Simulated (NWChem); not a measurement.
System: SiH₂O₂BrF; SMILES O[Si](O)(F)Br

The following NWChem deck was run.

```
start job
memory heap 200 mb stack 900 mb global 1100 mb
geometry units angstroms noautoz
  O      1.543510     1.234728     0.485673
  Si     0.029813     0.783774     0.015323
  O     -0.290270     1.472434    -1.456283
  F     -1.099928     1.274337     1.082113
  Br    -0.049499    -1.424959    -0.002328
  H      1.791585     2.139380     0.222285
  H     -1.195406     1.364488    -1.797262
end
basis spherical
  O library pcseg-1
  Si library pcseg-1
  F library pcseg-1
  Br library pcseg-1
  H library pcseg-1
end
dft
  xc pbe0
  iterations 150
  mulliken
end
task dft energy
```

Geometry: optimised at PBE-D3(BJ)/def2-SVP.

### Question
Predict the main results of this run. (PBE0/pcseg-1.) Quantities: basis functions; energy (Ha); highest occupied level (eV); orbital gap (eV); dipole (D).

### Answer
number of basis functions: 97
energy (Ha): -3114.31
highest occupied level (eV): -8.92
orbital gap (eV): 8.80
dipole (D): 2.17
